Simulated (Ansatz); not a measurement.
The first iterations of a band of C₃H₉AlSi (14 atoms, charge 0, multiplicity 1).

Computed with Ansatz 0.2.0, RKS B3LYP-D4/def2-SVP.

```json
{
 "movable images": "9",
 "climbing image": "yes",
 "spring": "5.0 eV/Å²",
 "optimiser": "quadratic models (default)",
 "start path": "through a guess of the saddle point",
 "force threshold": "0.05 eV/Å",
 "iteration limit": "60",
 "end points": "relaxed"
}
```

First end point:

```xyz
14
Properties=species:S:1:pos:R:3
C -2.014 1.137 0.183
Al -0.277 0.979 1.083
C 0.927 -0.467 0.654
C 0.599 -1.709 -0.204
Si 1.502 -0.398 -1.158
H -2.239 0.287 -0.483
H -2.063 2.058 -0.425
H -2.837 1.212 0.917
H 0.225 2.098 2.094
H 1.787 -0.595 1.328
H -0.458 -1.893 -0.432
H 1.136 -2.632 0.046
H 2.943 -0.560 -1.461
H 0.755 0.454 -2.115
```

Last end point:

```xyz
14
Properties=species:S:1:pos:R:3
C -2.027 1.092 0.214
Al -0.308 0.912 1.145
C 0.917 -0.492 0.640
C 0.611 -1.663 -0.321
Si 1.545 -0.284 -1.143
H -2.822 0.567 0.775
H -2.008 0.648 -0.796
H -2.351 2.141 0.117
H 0.151 1.945 2.262
H 1.754 -0.675 1.328
H -0.440 -1.826 -0.590
H 1.142 -2.603 -0.131
H 2.993 -0.431 -1.414
H 0.831 0.641 -2.056
```

| iteration | highest image above the first end (eV) | largest band force component (eV/Å) |
| --- | --- | --- |
| 1 | 0.671 | 3.685 |
| 2 | 0.108 | 1.024 |

Question: Does the band converge within its limit, and where does its top end?

Answer: The forces met the threshold. It ended after 5 iterations with the highest image 0.005 eV above the first end. The top lies less than 8 meV above the higher end, about what the thresholds resolve: that end is a shoulder or a very shallow well. A vibrational analysis at the climbing image gives no mode beyond 40i cm⁻¹: the surface is too flat there to confirm a saddle point.

Time of the run: 3.2 min on 2 threads of Arm Neoverse V1 (shared host), peak memory 0.3 GiB.
